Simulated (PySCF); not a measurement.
C3H6BNO, SMILES CB1CN=CO1.

The structure is a stationary point at ωB97X-D3(BJ)/def2-SVP. The structure was generated by enumeration, and PubChem lists no compound with its InChIKey, so it may never have been made. Other conformers were not sampled.

Calculation: PBE/def2-TZVP (PySCF).

```yaml
total_energy: -272.56292 hartree
highest_occupied_level: -6.21 eV
lowest_empty_level: -1.46 eV
orbital_gap: 4.75 eV
dipole_moment: 1.52 D
quadrupole, principal values (traceless, Buckingham form, about the centre of nuclear charge): -8.19, 2.08, 6.11 D·Å
mean_static_polarisability: 57.2 bohr³ (8.48 Å³)
polarisability_principal_values: 42.7, 61.0, 68.1 bohr³
```
